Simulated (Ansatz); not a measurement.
# One elementary step

Start structure (GaSiH7S, closed shell), relaxed at PBE0-D4/def2-TZVP:

```
10
angstrom
Ga -0.1559 -1.3231 -0.1018
Si 1.4531 0.4622 -0.3215
H -0.8523 -1.9006 -1.3920
H -0.1853 -2.1815 1.2193
H -2.0074 1.1275 -0.3753
S -2.1572 0.1845 0.5710
H 1.0096 1.4711 -1.3326
H 1.6076 1.2164 0.9607
H 2.8170 0.0163 -0.7268
H -1.5294 0.9272 1.4990
```

The step: GaSiH₅ ([SiH3][GaH2]) + H₂S → GaH₃S ([SH][GaH2]) + SiH₄; bonds formed: Si2–H5; dative contacts that become bonds: Ga1–S6; bonds broken: Ga1–Si2, H5–S6. Ansatz 0.2.0; basis: def2-TZVPP and def2-QZVPP; cores frozen in the correlated methods. Filled d shells of the heavier atoms are correlated. The def2 sets are not built for correlating such inner shells, so the correlated values are less sure here. Extrapolation: Hartree–Fock as exp(−7.88 √X), correlation as X^−2.97. Energies below are by CCSD(T) at an estimated basis limit (MP2 extrapolated from triple and quadruple zeta, plus CCSD(T) − MP2 in triple zeta).

(1) What are the electronic barrier and the energy of the step, from the start structure to the end structure? (To be estimated.)

The T1 diagnostic stays at or below 0.014.

Answers

(1) The calculation gives: Barrier 0.982 eV; step energy -0.547 eV (downhill); reverse barrier, their difference, 1.529 eV. Barrier and step energy count from the start structure, the reverse barrier from the end structure.

The saddle point: One imaginary mode of 960i cm⁻¹.
| pair | start (Å) | saddle (Å) | end (Å) |
| --- | --- | --- | --- |
| Ga1–S6 | 2.59 | 2.44 | 2.22 |
| Si2–H5 | 3.52 | 1.91 | 1.50 |
| Ga1–Si2 | 2.41 | 2.61 | 3.33 |
| H5–S6 | 1.34 | 1.69 | 3.36 |

Zero-point energy (harmonic, PBE0-D4): ZPE is 1.519 eV at the start and 1.442 eV at the saddle, so the barrier goes from 0.982 to 0.905 eV.

Labels in which every atom is bracketed show which atoms are joined, not bond orders.

For scale, one of the runs: CCSD(T)/def2-TZVPP, 230 basis functions, launched by `ansatz run in.yaml --threads 4 --pin off --events-out ev --progress --plain --max-ram 9574MiB`. Time: 93 s of wall clock on 4 CPU threads of an Arm Neoverse V1; the host was shared. Peak host memory: 3.5 GiB.
